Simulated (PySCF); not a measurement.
UHF on He (helium, neutral)

Configuration: 1s1 2p1, high-spin 3P determinant (an excited configuration). Calculation: PySCF 2.14, in aug-cc-pVQZ-DK; scalar relativity by spin-free X2C-1e.

| Item | Value |
| --- | --- |
| Total energy | -2.050223 hartree |
| One-electron energy | -2.4667 hartree |
| Hartree (Coulomb) energy | 1.2385 hartree |
| Exchange energy | -0.8220 hartree |
| ⟨S²⟩ | 2.0000 |
| ⟨L²⟩ | 2.000 |
| Sum of ⟨r⟩ | 3.362 bohr |
| Sum of ⟨r²⟩ | 8.290 bohr² |
| Traceless quadrupole moment −½Σ⟨3z² − r²⟩ along its main axis | -3.00 e·bohr² |
| Langevin diamagnetic susceptibility | -6.57 ×10⁻⁶ cm³/mol |

| shell | electrons | mean orbital energy (hartree) | rms radius, mean of both spins (bohr) |
| --- | --- | --- | --- |
| 1s α | 1 | -1.58210 | 0.896 |
| 2p α | 1 | -0.05164 | 2.74 |

The outer electron is Rydberg-like, and this basis confines it to a smaller radius and binds it less than a complete one would.

Spin-orbit constants ζ (cm⁻¹) from the X2C one-electron operator on these orbitals: bare nucleus, nucleus screened by l(l+1)(2l+1)/3 electrons, and screened by the Breit-Pauli mean field of the electrons.

```json
{"shell": "2p", "bare": "2.315", "screened nucleus": "1.158", "mean field": "0.7137"}
```

To first order the Landé constant is A = 0.3569 cm⁻¹, so the lowest level has J = 0 and lies 8.85e-05 eV below the centre of the term. This holds in LS coupling only.
